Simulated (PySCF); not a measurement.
## Dipole moment and polarisability of `S=[PH]1CCPCC1`

Compound: C4H10P2S.
Geometry (GFN2-xTB, Å), atoms numbered from 1 in this order:
```xyz
17
C4H10P2S angstrom
S     -2.9276    1.1288    1.3925
P     -1.4232    0.6097    0.3068
C     -1.0454   -1.1866    0.2693
C      0.1537   -1.5234   -0.6079
P      1.7112   -0.8145    0.1311
C      1.3128    0.9765   -0.1960
C      0.1695    1.4336    0.7008
H     -1.5267    0.8840   -1.0676
H     -1.9545   -1.6937   -0.0752
H     -0.8762   -1.4886    1.3102
H      0.2737   -2.6089   -0.6696
H      0.0065   -1.1351   -1.6206
H      2.4828   -0.9821   -1.0252
H      2.2095    1.5652    0.0179
H      1.0519    1.1180   -1.2494
H     -0.0031    2.5131    0.6172
H      0.3780    1.2161    1.7555
```

Level: B3LYP/def2-SVPD (PySCF), static field, nuclei fixed, core orbitals frozen in the response. The polarisability tensor in these axes (au):

```
x   137.00  -9.82 -14.38
y    -9.82 113.92   8.21
z   -14.38   8.21 101.35
```

Give the principal values, the mean and the anisotropy Δα = √{½[(α1 − α2)² + (α2 − α3)² + (α1 − α3)²]}.

Principal values 95.01, 110.72 and 146.54 au; mean 117.42 au = 17.40 Å³ = 19.36 × 10⁻⁴⁰ C²·m²/J; Δα = 45.74 au (39 % of the mean).

What is the dipole moment, and where does it point?

(3.57, -1.18, -2.92) D, 4.76 D in size, pointing from the negative to the positive side. Measured along this direction, the outermost atoms are S1 at the negative end and H13 at the positive end.

Find the Langevin capture rate constant for H3+ (3.023 u) meeting this molecule (151.998 u), k = 2.342 × 10⁻⁹ cm³/s × √(α in Å³ / reduced mass in u).

The reduced mass is 2.96 u, so k = 5.67 × 10⁻⁹ cm³/s. The formula leaves out the permanent dipole, which adds to the capture rate.

What would n − 1 = 2πNα be for an ideal gas of these molecules at 273.15 K and 1 atm, electronic part alone?

N = p/kT = 2.6868 × 10¹⁹ cm⁻³, so n − 1 = 2π × N × 17.40 × 10⁻²⁴ cm³ = 2937 × 10⁻⁶ at long wavelengths, for an ideal gas.

Along which axes do the principal values lie, and how far do the nuclei extend along each?

Largest value along (0.87, -0.35, -0.34), where the nuclei span 6.28 Å; middle along (0.42, 0.90, 0.15), 4.69 Å; least along (0.25, -0.27, 0.93), 3.02 Å. The response follows the extents in order.

Geometry: GFN2-xTB, one conformer, isolated molecule.
